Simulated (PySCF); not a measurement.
**PtH4 at several levels of theory**

All levels use the PBE0 minimum (singlet; H–H 0.918 Å (×2), Pt–H 1.661 Å (×4); H–H–Pt 74.0° (×4), H–Pt–H 32.1° (×2), H–Pt–H 157.5° (×4)), basis [Pt def2-TZVP with ECP60, H def2-TZVP], scalar-relativistic core potentials, density fitting, no spin–orbit coupling, PySCF. For vertical energies the ionised species is a doublet (spins chosen at PBE0 and kept). Atomisation goes to high-spin ground-configuration atoms, without zero-point energy. Open shells are unrestricted, also as the reference of the correlated levels. A dash marks a value that was not computed or is not defined at that level.

| level | atomisation (kJ/mol) | vertical IP (eV) | −ε(HOMO) (eV) | gap (eV) |
| --- | --- | --- | --- | --- |
| PBE0 | 1160 | 9.10 | 6.76 | 5.93 |
| HF | 734 | 7.38 | 9.00 | 10.84 |
| MP2 | 1174 | 9.47 | – | – |
| PBE | 1199 | 9.34 | 5.44 | 3.84 |
| B3LYP | 1175 | 9.25 | 6.61 | 5.49 |
| r2SCAN | 1212 | 9.28 | 5.65 | 4.32 |
| TPSSh | 1212 | 9.13 | 5.99 | 4.83 |
| M06-2X | 1113 | 8.85 | 7.85 | 7.86 |
| B97-3 | 1138 | 9.00 | 6.73 | 6.06 |

Spin–orbit coupling, left out here, can matter for elements this heavy.
